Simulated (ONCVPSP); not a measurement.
# nitrogen: variants of one ONCV potential

Base potential:

* Element: nitrogen (N)
* Generator: ONCVPSP 4.0.1
* Type: optimised norm-conserving Vanderbilt (ONCV)
* Functional: PBEsol
* Relativity: non-relativistic
* Frozen core: [He]
* Valence charge: 5
* Reference configuration: 2s2 2p2 (charge +1)
* Partial waves: 2s: rc 1.10 bohr, ncon 3, nbas 8, qcut 4.9 1/bohr, 1 projector; 2p: rc 1.40 bohr, ncon 4, nbas 8, qcut 11.8 1/bohr, 2 projectors, debl 2 Ha; d scattering state at 0.24 Ha: rc 1.25 bohr, ncon 5, nbas 8, qcut 8 1/bohr, 2 projectors, debl 2 Ha
* Local potential: polynomial inside 0.95 bohr (lpopt 5, dvloc0 0 Ha)
* Core correction: Teter function, fcfact 4.5, rcfact 1.1

All-electron outer shells of the reference configuration (PBEsol, non-relativistic, ld1.x):

```
shell  level (eV)  outermost node (bohr)  outermost maximum (bohr)
   1s     -399.77                      –                      0.15
   2s      -32.28                   0.32                      0.99
   2p      -20.60                      –                      0.92
```

Cutoffs, loose and tight: the cutoffs (Ha) at which the residual kinetic energy of the hardest occupied pseudo-wave falls to 1 and 0.1 mHa per electron. They do not see the model core or the augmentation charge, which bear on the density cutoff. Test errors are all-electron minus pseudo excitation energies from the reference, over the configurations 2s2 2p3; 2s2 2p1; 2s2 2p0; 2s2 2p2.5. A dash means not determined; rows that change the core or the reference have their own tests.

| change | outcome | cutoff, loose | cutoff, tight | bound ghosts | GHOST(+) flags above zero | largest test error (meV) |
| --- | --- | --- | --- | --- | --- | --- |
| base | generated | 90 Ha | 200 Ha | none | none | +411 |
| s: rc 0.78; local potential polynomial inside 0.78 bohr (lpopt 5, dvloc0 0 Ha) | generated | 253 Ha | 403 Ha | none | none | +316 |
| s: rc 1.06 | generated | 105 Ha | 221 Ha | none | none | +397 |
| s: rc 1.16 | generated | 53 Ha | 153 Ha | none | none | +430 |
| s: rc 1.26 | generated | 37 Ha | 119 Ha | none | none | +465 |
| s: rc 1.4 | generated | 37 Ha | 81 Ha | none | none | +509 |
| s: rc 1.48 | generated | 37 Ha | 46 Ha | none | none | +533 |
| s: rc 1.58 | generated | 37 Ha | 46 Ha | none | none | +561 |

(1) What comes out with this change to the base: s: rc 0.98?

(2) What comes out with this change to the base: s: rc 0.88; local potential polynomial inside 0.88 bohr (lpopt 5, dvloc0 0 Ha)?

Answers

(1) outcome: generated; cutoff, loose: 166 Ha; cutoff, tight: 268 Ha; bound ghosts: none; GHOST(+) flags above zero: none; largest test error (meV): +370.

(2) outcome: generated; cutoff, loose: 214 Ha; cutoff, tight: 336 Ha; bound ghosts: none; GHOST(+) flags above zero: none; largest test error (meV): +340.

Reading the sweep of the s radius (base included, trends over the rows without a ghost): The loose cutoff falls from 253 Ha at 0.78 to 37 Ha at 1.58 bohr. A larger radius leaves more room for a smooth pseudo-wave, so fewer plane waves are needed; a smaller one forces it to follow the all-electron wave where it bends sharply. The median size of the test errors (rows with all tests solved) rises from 25.7 meV at 0.78 to 55.9 meV at 1.58 bohr. More of the atom is replaced by a form fitted at one configuration, so other configurations suffer as the radius grows.
